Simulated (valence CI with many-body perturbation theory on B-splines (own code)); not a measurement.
## Level structure of Sn

Method: configuration interaction combined with many-body perturbation theory (CI+MBPT): four valence electrons over a frozen Dirac-Fock core [Kr] 4d10, a basis of 9 s, 9 p, 8 d, 6 f, 3 g, 1 h functions for each j, with the one-electron correlation potential Σ1, the two-electron term Σ2, the three-electron term Σ3, Breit, model QED; selected CI, second order for the rest, scaled by the run's own slope (own B-spline code, finite nucleus).

Against 31 measured levels this calculation errs by 77 cm⁻¹ on average and by 368 at most. These come from a selection out of the NIST Handbook of Basic Atomic Spectroscopic Data. Levels without a partner in it may be off by more. Among the levels kept, up to 460 cm⁻¹ of a level comes from second order outside the variational space, and about a tenth of that is noise between levels of different J, which matters for small intervals.

Levels 1 to 40 of 40, with energies above the lowest level, (5s^2 5p1/2^2) J=0. "Leading %" is the weight of the configuration and term that name the level; weights of strongly mixed levels are sums over their largest components and can fall short, so below about 35 % the name and the second component can differ from the true leading terms, or belong to a minority configuration. In the jj column 3d3/2^4 stands for four electrons in 3d with j = 3/2.

```tsv
No.	Configuration	Term	J	E (cm⁻¹)	Leading %	Second component	Leading jj	g
1	5s²5p²	³P	0	0.0	91		5s^2 5p1/2^2 (78 %)	
2	5s²5p²	³P	1	1688	94		5s^2 5p1/2 5p3/2 (94 %)	1.501
3	5s²5p²	³P	2	3417	84	10 % 5s²5p² ¹D	5s^2 5p1/2 5p3/2 (62 %)	1.448
4	5s²5p²	¹D	2	8565	84	10 % 5s²5p² ³P	5s^2 5p3/2^2 (62 %)	1.053
5	5s²5p²	¹S	0	17074	89		5s^2 5p3/2^2 (76 %)	
6	5s²5p6s	³P°	0	34694	92		5s^2 5p1/2 6s (92 %)	
7	5s²5p6s	³P°	1	34963	70	22 % 5s²5p6s ¹P°	5s^2 5p1/2 6s (90 %)	1.380
8	5s²5p6s	³P°	2	38678	91		5s^2 5p3/2 6s (91 %)	1.501
9	5s5p³	⁵S°	2	39257	92		5s 5p1/2 5p3/2^2 (50 %)	1.994
10	5s²5p6s	¹P°	1	39305	65	22 % 5s²5p6s ³P°	5s^2 5p3/2 6s (86 %)	1.119
11	5s²5p6p	³D	1	42277	59	29 % 5s²5p6p ¹P	5s^2 5p1/2 6p1/2 (89 %)	0.703
12	5s²5p6p	³P	1	43306	40	19 % 5s²5p6p ³S	5s^2 5p1/2 6p3/2 (88 %)	1.341
13	5s²5p6p	³D	2	43368	60	18 % 5s²5p6p ¹D	5s^2 5p1/2 6p3/2 (88 %)	1.184
14	5s²5p5d	¹D°	2	43598	43	39 % 5s²5p5d ³F°	5s^2 5p1/2 5d3/2 (73 %)	0.884
15	5s²5p6p	³P	0	43735	76	14 % 5s²5p6p ¹S	5s^2 5p1/2 6p1/2 (86 %)	
16	5s²5p5d	³D°	2	44034	41	19 % 5s²5p5d ³F°	5s^2 5p1/2 5d5/2 (66 %)	1.113
17	5s²5p5d	³D°	1	44387	61	11 % 5s5p³ ³D°	5s^2 5p1/2 5d3/2 (67 %)	0.640
18	5s²5p5d	³F°	3	44495	45	30 % 5s²5p5d ³D°	5s^2 5p1/2 5d5/2 (79 %)	1.172
19	5s²5p6p	¹P	1	46537	42	29 % 5s²5p6p ³P	5s^2 5p3/2 6p3/2 (48 %)	1.109
20	5s²5p6p	³D	3	46946	90		5s^2 5p3/2 6p3/2 (90 %)	1.334
21	5s²5p5d	³F°	2	47040	31	30 % 5s²5p5d ¹D°	5s^2 5p3/2 5d3/2 (60 %)	0.935
22	5s²5p6p	³P	2	47180	51	27 % 5s²5p6p ³D	5s^2 5p3/2 6p1/2 (73 %)	1.336
23	5s²5p5d	³D°	3	47363	38	35 % 5s²5p5d ³F°	5s^2 5p3/2 5d5/2 (44 %)	1.233
24	5s²5p6p	³S	1	47746	67	21 % 5s²5p6p ³P	5s^2 5p3/2 6p1/2 (52 %)	1.850
25	5s²5p7s	³P°	0	48050	90		5s^2 5p1/2 7s (90 %)	
26	5s²5p5d	³F°	4	48054	88		5s^2 5p3/2 5d5/2 (88 %)	1.251
27	5s²5p7s	³P°	1	48071	60	29 % 5s²5p7s ¹P°	5s^2 5p1/2 7s (89 %)	1.326
28	5s²5p6p	¹D	2	48134	60	25 % 5s²5p6p ³P	5s^2 5p3/2 6p3/2 (74 %)	1.149
29	5s²5p5d	³P°	2	48579	66	9 % 5s²5p5d ³D°	5s^2 5p3/2 5d5/2 (58 %)	1.404
30	5s²5p5d	³P°	1	48874	58	11 % 5s²5p5d ¹P°	5s^2 5p3/2 5d3/2 (64 %)	1.236
31	5s²5p6p	¹S	0	49359	68	13 % 5s²5p6p ³P	5s^2 5p3/2 6p3/2 (77 %)	
32	5s²5p5d	³P°	0	49408	85	5 % 5s5p³ ³P°	5s^2 5p3/2 5d3/2 (85 %)	
33	5s²5p5d	¹F°	3	49856	62	8 % 5s²5p6d ³F°	5s^2 5p3/2 5d3/2 (47 %)	1.039
34	5s²5p5d	¹P°	1	50046	39	19 % 5s²5p5d ³P°	5s^2 5p3/2 5d5/2 (48 %)	1.062
35	5s²5p7p	³D	1	50564	66	21 % 5s²5p7p ¹P	5s^2 5p1/2 7p1/2 (89 %)	0.664
36	5s²5p6d	³D°	2	50894	31	25 % 5s²5p6d ³P°	5s^2 5p1/2 6d5/2 (65 %)	1.192
37	5s²5p7p	³P	1	50915	45	25 % 5s²5p7p ³S	5s^2 5p1/2 7p3/2 (91 %)	1.477
38	5s²5p7p	³D	2	50977	48	27 % 5s²5p7p ¹D	5s^2 5p1/2 7p3/2 (90 %)	1.173
39	5s²5p6d	³F°	2	51073	52	25 % 5s²5p6d ¹D°	5s^2 5p1/2 6d3/2 (79 %)	0.854
40	5s²5p7p	³P	0	51199	65	19 % 5s²5p7p ¹S	5s^2 5p1/2 7p1/2 (82 %)
```

Where two levels of one J and parity lie close, their mixing, g and order are uncertain.

The ionisation energy to 5s²5p ²P°1/2 of the next ion comes out as 7.3316 eV (NIST: 7.34392 eV (measured)). All 40 levels together are meant to be complete up to 51394 cm⁻¹.
